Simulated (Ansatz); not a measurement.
Molecule: tribromo(methoxy)silane, CH3Br3OSi, net charge 0, singlet state. 
Coordinates optimised at B3LYP-D3(BJ)/def2-TZVP (Ansatz, a first-principles code):
```
O
C 1 1.4288
H 2 1.0876 1 107.16
H 2 1.0913 3 109.52 1 -119.91
H 2 1.0913 3 109.52 4 -120.18
Si 1 1.6132 2 126.40 3 180.00
Br 6 2.1996 1 107.06 2 -180.00
Br 6 2.2197 1 110.51 2 59.82
Br 6 2.2197 1 110.51 2 -59.82
```

Computed values are from Ansatz. Correlated levels leave the core frozen unless marked. UHF or UKS for open shells. No spin-orbit coupling. The frozen core is the preceding noble-gas configuration, with the filled d and f shells of earlier blocks. Non-relativistic. CBS(X,Y): correlation extrapolated as X^-3; Hartree-Fock from the larger set.

The atomisation energy De is 753.6 kcal/mol at CCSD(T)/CBS(def2-TZVPPD,def2-QZVPPD) and the total energy is -8122.3365 Eh at CCSD(T)/CBS(def2-TZVPPD,def2-QZVPPD). The dipole moment is 1.90 D at CCSD(T)/def2-SVPD and the T1 diagnostic is 0.011 at CCSD/def2-QZVPPD.
